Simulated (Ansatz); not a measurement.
Ge20H28⁺, a nanocrystal cut from cubic germanium. The state is a doublet with charge 1. Geometry PBE-D4/def2-SVP, that of the neutral singlet; atoms count from 1.

```xyz
48

Ge   -3.063   -3.056    1.368
Ge    2.421   -0.111    3.906
Ge    3.939    0.558   -0.300
Ge   -2.046   -2.271   -2.494
Ge    1.479   -0.544   -3.224
Ge    0.379   -1.197    0.535
Ge   -2.513    0.875    2.262
Ge    0.908    2.668    1.367
Ge   -1.510    1.593   -1.645
Ge    2.049    3.344   -2.383
Ge    0.985   -1.779    2.839
Ge   -1.240   -2.864   -0.257
Ge   -4.132   -0.900    1.803
Ge    2.298   -1.126   -0.986
Ge    1.552    2.163    3.675
Ge    2.836    2.738   -0.144
Ge   -0.131   -2.210   -4.020
Ge   -3.095   -0.059   -2.516
Ge    0.430    1.672   -3.146
Ge   -0.718    0.996    0.595
H    -4.125   -4.073    0.855
H    -2.484   -3.610    2.702
H     2.577   -0.454    5.418
H     3.834   -0.183    3.261
H     5.060    0.636   -1.380
H     4.605    0.170    1.053
H    -3.074   -3.342   -2.980
H     2.697   -0.475   -4.201
H    -1.850    0.599    3.644
H    -3.236    2.252    2.360
H     0.222    4.072    1.335
H    -2.176    3.005   -1.589
H     3.251    3.395   -3.374
H     1.388    4.754   -2.357
H     1.669   -3.178    2.867
H    -0.337   -1.892    3.656
H    -0.514   -4.245   -0.359
H    -5.103   -1.040    3.014
H    -4.981   -0.495    0.565
H     2.961   -2.540   -1.032
H     2.622    3.185    4.162
H     0.300    2.319    4.587
H     3.858    3.805    0.363
H     0.544   -3.611   -4.091
H    -0.606   -1.831   -5.455
H    -3.453    0.315   -3.988
H    -4.414   -0.057   -1.689
H    -0.065    2.032   -4.584
```

Single mean-field runs in def2-TZVP are fitted with def2-universal-jkfit.

Q: Estimate the Mulliken populations of the heavy atoms from the PBE0/def2-TZVP orbitals of Ansatz.

A: 
```csv
atom,charge (e),spin (α − β)
Ge1,-0.02,0.01
Ge2,-0.05,0.02
Ge3,0.01,0.04
Ge4,-0.12,0.00
Ge5,-0.09,0.02
Ge6,-0.30,0.09
Ge7,0.04,0.03
Ge8,0.01,0.12
Ge9,0.02,0.04
Ge10,0.05,0.02
Ge11,0.04,0.03
Ge12,0.01,0.12
Ge13,-0.05,0.02
Ge14,0.02,0.04
Ge15,-0.02,0.01
Ge16,-0.12,0.00
Ge17,0.05,0.02
Ge18,0.01,0.04
Ge19,-0.09,0.02
Ge20,-0.30,0.09
```
Mulliken values depend strongly on the basis.

Q: Where does the spin sit?

A: Summed by element: Ge 0.81, H 0.19, of 1 unpaired in all. Largest on single atoms: Ge8 0.12, Ge12 0.12, Ge6 0.09.

Q: And the Mayer bond orders between heavy atoms (over 0.3)?

A: Ge1–Ge12 0.82 (2.45 Å); Ge1–Ge13 0.86 (2.45 Å); Ge2–Ge11 0.83 (2.45 Å); Ge2–Ge15 0.86 (2.45 Å); Ge3–Ge14 0.79 (2.45 Å); Ge3–Ge16 0.86 (2.45 Å); Ge4–Ge12 0.83 (2.45 Å); Ge4–Ge17 0.85 (2.45 Å); Ge4–Ge18 0.86 (2.45 Å); Ge5–Ge14 0.83 (2.45 Å); Ge5–Ge17 0.82 (2.45 Å); Ge5–Ge19 0.85 (2.45 Å); Ge6–Ge11 0.81 (2.45 Å); Ge6–Ge12 0.72 (2.46 Å); Ge6–Ge14 0.83 (2.45 Å); Ge6–Ge20 0.90 (2.45 Å); Ge7–Ge13 0.83 (2.45 Å); Ge7–Ge20 0.81 (2.45 Å); Ge8–Ge15 0.82 (2.45 Å); Ge8–Ge16 0.83 (2.45 Å); Ge8–Ge20 0.72 (2.46 Å); Ge9–Ge18 0.79 (2.45 Å); Ge9–Ge19 0.83 (2.45 Å); Ge9–Ge20 0.83 (2.45 Å); Ge10–Ge16 0.85 (2.45 Å); Ge10–Ge19 0.82 (2.45 Å).
